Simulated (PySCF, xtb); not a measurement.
OZn, SMILES [O]=[Zn].

xtb 6.7.1 with GFN2-xTB at its own geometry gives an orbital gap of 2.42 eV and a dipole moment of 4.70 D.

Geometry: PBE0-D3(BJ)/def2-TZVPD.

Question: What does PBE/def2-TZVPD (PySCF) give? (An estimate is asked for; the answer gives what the named calculation found.)

Answer: gap 0.60 eV (levels -5.76 and -5.16 eV), dipole 5.39 D.
